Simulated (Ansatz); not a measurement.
Reaction (ligand exchange at the Si–C bond): `CC[SiH2]O[SiH3]` + H–F → `F[SiH2]O[SiH3]` + `CC`

Computed with Ansatz on PBE0-D4/def2-TZVP structures; ΔE is electronic, products minus reactants. CCSD(T)/CBS adds triple-zeta CCSD(T) − MP2 to the extrapolated MP2 energy (def2 sets, frozen cores). This one scheme is used for every species. Functionals use def2-TZVPP. B3LYP here is the variant with VWN-RPA as its local correlation; programs differ in this. One conformer a species, not always the lowest.

`CC[SiH2]O[SiH3]`:

```xyz
15

C    -0.578   -0.967   -1.671
C    -0.588   -1.360   -0.196
Si   -0.987    0.048    0.961
O     0.078    1.282    0.772
Si    1.646    1.729    0.793
H    -0.355   -1.821   -2.314
H    -1.545   -0.564   -1.982
H     0.173   -0.199   -1.873
H     0.380   -1.785    0.095
H    -1.326   -2.151   -0.013
H    -2.338    0.595    0.666
H    -0.947   -0.422    2.374
H     1.731    3.166    0.437
H     2.425    0.931   -0.193
H     2.231    1.517    2.144
```

H–F:

Z-matrix (Å, degrees):
```
F
H 1 0.920
```

`F[SiH2]O[SiH3]`:

```xyz
9

F     0.388   -1.587    1.824
Si   -0.780   -1.011    0.904
O    -0.140   -0.265   -0.379
Si    0.727    0.988   -0.987
H    -1.587   -2.153    0.433
H    -1.550   -0.053    1.729
H     0.245    1.256   -2.363
H     2.165    0.629   -1.017
H     0.532    2.195   -0.143
```

`CC`:

```xyz
8

C     0.084   -0.657    0.372
C    -0.084    0.657   -0.372
H     0.150   -0.498    1.451
H    -0.759   -1.328    0.191
H     0.992   -1.179    0.061
H    -0.150    0.498   -1.451
H     0.759    1.328   -0.190
H    -0.992    1.179   -0.061
```

CCSD(T)/CBS gives -155.4 kJ/mol.

Problem. Another level gave -156.8 kJ/mol. Which?
A. B3LYP/def2-TZVPP
B. SCS-MP2/def2-TZVPP
C. CCSD(T)/def2-TZVPP
D. HF/def2-TZVPP

Solution. C. CCSD(T)/def2-TZVPP -156.8, B3LYP -173.0, SCS-MP2/def2-TZVPP -163.4, HF/def2-TZVPP -187.6 kJ/mol.

Largest T1 diagnostic among the species: 0.011.

The D4 term adds +13.4 kJ/mol with B3LYP and +7.8 kJ/mol with PBE0; it sums over pairs of atoms, weighted by their polarisabilities, and B3LYP, whose exchange is more repulsive, gets the larger term. In def2-TZVPP, CCSD(T) changes the Hartree–Fock value by +30.8 kJ/mol (the triples alone add +4.1 kJ/mol) and MP2 by +31.3 kJ/mol.
